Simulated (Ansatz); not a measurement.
Gas-phase electronic energies from Ansatz, PBE0-D4/def2-TZVP geometries. CBS: MP2 limit from def2 TZ/QZ plus the TZ coupled-cluster correction, frozen cores. Functionals use def2-TZVPP. One conformer a species, not always the lowest.

Reaction (isomerisation): `C/C([SiH3])=C\O` → `C1CO[SiH2]C1`

`C/C([SiH3])=C\O`:

Cartesian coordinates in Å:
```
C 0.477 -1.350 0.623
C 0.007 -0.055 0.025
Si 1.236 1.200 -0.557
C -1.288 0.237 -0.107
O -2.277 -0.607 0.284
H -0.359 -1.979 0.930
H 1.109 -1.171 1.498
H 1.083 -1.915 -0.093
H 2.125 1.643 0.554
H 0.518 2.385 -1.102
H 2.120 0.641 -1.619
H -1.622 1.177 -0.541
H -3.129 -0.207 0.104
```

`C1CO[SiH2]C1`:

Z-matrix (Å, degrees):
```
C
C 1 1.537
C 1 1.527 2 107.7
H 1 1.094 2 112.7 3 122.6
H 1 1.095 2 109.5 3 -118.1
Si 2 1.879 1 100.1 3 34.4
H 2 1.090 1 112.6 3 157.6
H 2 1.094 1 111.0 3 -81.6
O 3 1.422 1 108.9 2 -41.2
H 3 1.098 1 110.5 2 78.9
H 3 1.093 1 111.8 2 -160.9
H 6 1.488 2 114.6 1 -135.5
H 6 1.487 2 115.1 1 98.0
```

```tsv
level	ΔE (kJ/mol)
r2SCANh-D4	-161.7
r2SCAN0-D4	-168.3
ωB97X-V	-169.7
ωB97M-V	-164.0
r2SCANh	-161.5
MP2/def2-TZVPP	-169.1
MP2/CBS(def2)	-170.3
CCSD/CBS(def2)	-166.9
```

Problem. What does CCSD(T)/CBS give? (Estimate.)

Solution. The calculation gave: -162.8 kJ/mol. The listed levels differ from it by 1.1, -5.5, -6.9, -1.2, 1.3, -6.3, -7.5, -4.1 kJ/mol.

Largest T1 diagnostic among the species: 0.012.

At CCSD(T), def2-SVP lies +18.0 kJ/mol from the extrapolated value and def2-TZVPP +1.2 kJ/mol. From PBE to PBE0 (25 % exact exchange), in def2-TZVPP and without D4, ΔE moves by −16.9 kJ/mol. The D4 term adds −3.1 kJ/mol with B3LYP and −1.3 kJ/mol with PBE0; it sums over pairs of atoms, weighted by their polarisabilities, and B3LYP, whose exchange is more repulsive, gets the larger term.

CCSD(T)/CBS has its own doubt, a few kJ/mol and more with outer-core shells, so smaller differences from it don't rank the levels.

B3LYP here is the variant with VWN-RPA as its local correlation; programs differ in this.
